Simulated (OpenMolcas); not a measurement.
# O³⁺: effect of the IPEA shift

```json
{
 "Program": "OpenMolcas 26.06",
 "Basis": "ANO-RCC-VTZP [4s3p2d1f]",
 "Scalar Hamiltonian": "DKH2, point nucleus",
 "Active space": "3 electrons in 8 orbitals (2s 2p 3s 3p)",
 "State averaging": "2S+1 = 4 odd, 1 root; 2S+1 = 2 odd, 11 roots; 2S+1 = 4 even, 3 roots; 2S+1 = 2 even, 9 roots",
 "Spin-orbit coupling": "RASSI with atomic mean-field integrals over the reference wave functions, term energies averaged over their components"
}
```

Methods on the same reference wave functions:
A. CASSCF
B. MS-CASPT2, IPEA 0 Eh, imaginary shift 0.1 Eh (closed shells correlated: 1s)
C. MS-CASPT2, IPEA 0.25 Eh, imaginary shift 0.1 Eh (closed shells correlated: 1s)

Energies in cm-1 above 2s2 2p 2P* 1/2, the measured ground level; measured values from Moore, Selected Tables of Atomic Spectra, NSRDS-NBS 3, section 10.

```
         Level       A       B       C  Measured
2s2 2p 2P* 1/2     0.0     0.0     0.0       0.0
2s2 2p 2P* 3/2     376     377     377       386
 2s 2p2 4P 1/2   66591   70380   70310     71440
 2s 2p2 4P 3/2   66722   70510   70440     71570
 2s 2p2 4P 5/2   66938   70730   70660     71756
 2s 2p2 2D 3/2  132748  127520  127650    126950
 2s 2p2 2D 5/2  132756  127530  127650    126936
 2s 2p2 2S 1/2  166614  165960  165910    164366
 2s 2p2 2P 1/2  190835  182340  182630    180481
 2s 2p2 2P 3/2  191093  182600  182890    180724
   2p3 4S* 3/2  229546  231380  231330    231538
   2p3 2D* 3/2  265296  256790  257170    255185
   2p3 2D* 5/2  265303  256800  257180    255156
   2p3 2P* 1/2  298751  291210  291330    289015
   2p3 2P* 3/2  298784  291240  291360    289024
```

Deviations, from unrounded energies. A percentage is the sum of absolute deviations over the sum of measured energies, with the sign that they share, or ± where signs differ.

| Against measurement | Levels | A | B | C |
| --- | --- | --- | --- | --- |
| mean absolute deviation (cm-1) | 14 | 6500 | 1200 | 1400 |
| fine structure of the ground term (%) | 1 | -2.5 | -2.3 | -2.3 |
| other configurations (%) | 13 | ±3.9 | ±0.8 | ±0.8 |

B lies closest to measurement on these levels and A furthest from it. The largest miss of B in the table is 2p3 2P* 3/2, by +2200 cm-1. The ranking rests on the paired levels alone, and a cruder setting can come out closer through cancelling errors.

Between B and C the level of the table that moves most is 2p3 2D* 5/2, by 380 cm-1 (lowest in B, highest in C). Moves below CASPT2's spread within the term are not significant.

The mean deviations of B to C differ by less than CASPT2's widest spread within a term (290 cm-1), so their order carries little weight.

The lowest spin-free term lies below A's lowest term by 0.033 hartree in B, 0.032 hartree in C.

Term energies are means over components that CASPT2 splits; among the terms shown or strongly mixed into the levels shown the widest spread is 290 cm-1 (2p3 2D*, C). Active for correlation alone: 3p 3s; no level in the range computed is led by a configuration that fills them, so any true level of that kind is missing. Measured partners are found by configuration, term and J. A level has none where our copy of the source lacks it or the pairing is in doubt (some pairs that miss far off the trend of their configuration count as doubtful), and it then counts in no deviation. Only configurations of the active space appear.

* marks odd parity.
